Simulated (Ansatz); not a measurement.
Ansatz (a first-principles code) input (RI-MP2/aug-cc-pVTZ):
A basis named .json is the Basis Set Exchange file of that set.

Ansatz 0.2 input:
```yaml
crystal:
  periodic: [false, false, false]
  atoms:
    - {symbol: C, position_ang: [2.29424407, 0.82294641, 0.26254935]}
    - {symbol: O, position_ang: [1.66456587, -0.32949939, -0.27814800]}
    - {symbol: Ga, position_ang: [-0.09780624, -0.57363396, -0.28357663]}
    - {symbol: O, position_ang: [-0.99409902, 0.78497234, 0.46360399]}
    - {symbol: C, position_ang: [-2.40142331, 0.84168256, 0.58655226]}
    - {symbol: H, position_ang: [2.87509530, 1.31901764, -0.52041305]}
    - {symbol: H, position_ang: [2.98085551, 0.52044068, 1.05851415]}
    - {symbol: H, position_ang: [1.58065228, 1.54199247, 0.67402066]}
    - {symbol: H, position_ang: [-0.75785270, -1.83896389, -0.87933348]}
    - {symbol: H, position_ang: [-2.78283685, 1.72370845, 0.06327236]}
    - {symbol: H, position_ang: [-2.67707907, 0.92514976, 1.64216343]}
    - {symbol: H, position_ang: [-2.90750025, -0.04024974, 0.17439393]}
basis:
  gaussian:
    orbitals: aug-cc-pVTZ
    fitting: {mean_field: def2-universal-jkfit, correlation: aug-cc-pVTZ-RIFIT.json}
magnetization: {spin_polarized: false}
correlation: {method: mp2, electrons: outside_noble_gas}
```

End of the output:

```
integrals: 0.79 GiB planned
696 factors; integrals over basis functions are off by at most 1.1e0 eV
0.95 GiB of device memory are held for the factors and their scratch space
mean field: 1.85 GiB planned
mean field evaluation 1: about -58578.6251 eV, gradient 5.3e1 eV
mean field evaluation 2: about -58582.0637 eV, gradient 3.8e1 eV
mean field evaluation 4: about -58584.4673 eV, gradient 1.2e0 eV
mean field evaluation 8: about -58584.4720 eV, gradient 1.4e-6 eV
mean field -58584.47200875 eV, -2152.9396363401 hartree, gradient 1.4e-6 eV, S^2 0.000000; 0 other end points of the search recorded, 0 dependent functions left out
18 core orbitals not correlated, not the lowest: weight in the atoms' cores, before any rotation towards them, 0.825 or more for the frozen orbitals, at most 0.154 for the correlated occupied ones
937 factors; their error is unknown
reference -58584.47200875 eV, -2152.9396363401 hartree; 15, 15 occupied and 371, 371 virtual orbitals, 937 factors
second order -25.31339789 eV of doubles, -0.00000000 eV of singles
Total energy: -58609.78540663 eV, -2153.8698865544 hartree
```
